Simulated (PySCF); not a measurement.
C₃HF₃, SMILES C#CC(F)(F)F.

Geometry optimised at B3LYP-D3(BJ)/def2-SVP.

Computed with TDDFT-M06-2X/def2-SVPD run with PySCF.

Vertical excitations; the highest root listed may be one member of a degenerate set. Isolated molecule, no solvent. State labels are in the subgroup Cs.

Task: Give excitation energies, oscillator strengths and character. (An estimate is asked for; the answer gives what the named calculation found.)

Result: 
| state | symmetry | energy (eV) | λ (nm) | f | main pairs |
|---|---|---|---|---|---|
| S1 | A" | 5.86 | 212 | 0.000 | HOMO→LUMO 48 %, HOMO−1→LUMO+1 48 % |
| S2 | A" | 7.06 | 176 | 0.000 | HOMO−1→LUMO+1, HOMO→LUMO (degenerate set) |
| S3 | A' | 7.06 | 176 | 0.000 | HOMO−1→LUMO, HOMO→LUMO+1 (degenerate set) |
| S4 | A' | 8.80 | 141 | 0.072 | HOMO→LUMO+2 (degenerate set) |
| S5 | A" | 8.80 | 141 | 0.072 | HOMO−1→LUMO+2 (degenerate set) |
| S6 | A' | 9.60 | 129 | 0.011 | HOMO→LUMO+3, HOMO→LUMO+4 (degenerate set) |
| S7 | A" | 9.60 | 129 | 0.011 | HOMO−1→LUMO+3, HOMO−1→LUMO+4 (degenerate set) |
| S8 | A' | 10.17 | 122 | 1.119 | HOMO→LUMO+1 47 %, HOMO−1→LUMO 47 % |
| S9 | A' | 10.68 | 116 | 0.011 | HOMO→LUMO+4, HOMO→LUMO+3 (degenerate set) |
| S10 | A" | 10.68 | 116 | 0.011 | HOMO−1→LUMO+4, HOMO−1→LUMO+3 (degenerate set) |
| T1 | A' | 5.43 | 228 | 0 | HOMO−1→LUMO 47 %, HOMO→LUMO+1 47 % |
| T2 | A" | 5.99 | 207 | 0 | HOMO→LUMO 48 %, HOMO−1→LUMO+1 48 % |
| T3 | A" | 6.47 | 192 | 0 | HOMO−1→LUMO+1, HOMO→LUMO (degenerate set) |
| T4 | A' | 6.47 | 192 | 0 | HOMO→LUMO+1, HOMO−1→LUMO (degenerate set) |
Triplets are in the Tamm–Dancoff approximation, which puts them higher than full response would, so one can lie above its singlet here.
